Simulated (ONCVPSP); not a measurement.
Scattering properties, ONCV potential for hafnium

Hf, optimised norm-conserving Vanderbilt (ONCV), made with ONCVPSP 4.0.1 (PBE, scalar-relativistic). Core [Kr] 4d10 4f14 5s2, reference 5p6 5d2 6s2. Waves: 6s: rc 2.95 bohr, ncon 4, nbas 9, qcut 2 1/bohr, 1 projector; 5p: rc 2.00 bohr, ncon 3, nbas 7, qcut 7.8 1/bohr, 2 projectors, debl 2.3 Ha; 5d: rc 2.05 bohr, ncon 4, nbas 8, qcut 5 1/bohr, 2 projectors, debl 2.3 Ha. Local part: polynomial inside 1.95 bohr (lpopt 5, dvloc0 2 Ha). Core correction: Teter function, fcfact 2.75, rcfact 1.7.

The phase is arctan(r·R′/R) of the radial function R(r), unwrapped; energies in Ha, scanned from -3 to 5 Ha. A pole is an energy at which the radial function vanishes at the test radius. The pseudo phase is shifted by a multiple of π to meet the all-electron one at the reference energy, and phase errors are pseudo minus all-electron; the curves can meet again beyond the range given. Levels narrower than the energy grid can be missing from the lists of poles.

```json
{"channel": "s", "radius (bohr)": "3.00", "reference energy (Ha)": "-0.19", "poles, all-electron": "-2.46, 0.69, 4.23", "poles, pseudo": "0.74, 3.29", "unbroken range about the reference energy with phases within 0.05 rad": "-2.4 to 1.6", "phase error 1 Ha above the reference energy (rad)": "+0.012"}
{"channel": "p", "radius (bohr)": "2.03", "reference energy (Ha)": "-1.31", "poles, all-electron": "-0.91", "poles, pseudo": "-0.91, 4.93", "unbroken range about the reference energy with phases within 0.05 rad": "the whole range", "phase error 1 Ha above the reference energy (rad)": "-0.000"}
{"channel": "d", "radius (bohr)": "2.08", "reference energy (Ha)": "-0.10", "poles, all-electron": "0.95", "poles, pseudo": "0.95", "unbroken range about the reference energy with phases within 0.05 rad": "the whole range", "phase error 1 Ha above the reference energy (rad)": "+0.000"}
```

Phases in the s channel:

```tsv
E (Ha)	all-electron	pseudo
-2.98	1.395	-1.745
-2.54	1.352	-1.766
-2.10	-1.787	-1.796
-1.66	-1.836	-1.843
-1.22	-1.923	-1.934
-0.78	-2.159	-2.182
-0.34	-3.396	-3.425
0.10	-4.447	-4.431
0.54	-4.668	-4.654
0.98	-4.785	-4.775
1.42	-4.920	-4.934
1.86	-5.324	-5.923
2.30	-7.179	-7.585
2.74	-7.626	-7.764
3.18	-7.742	-7.839
3.62	-7.800	-7.898
4.06	-7.841	-7.973
4.50	-7.875	-8.153
4.94	-7.913	-9.772
```
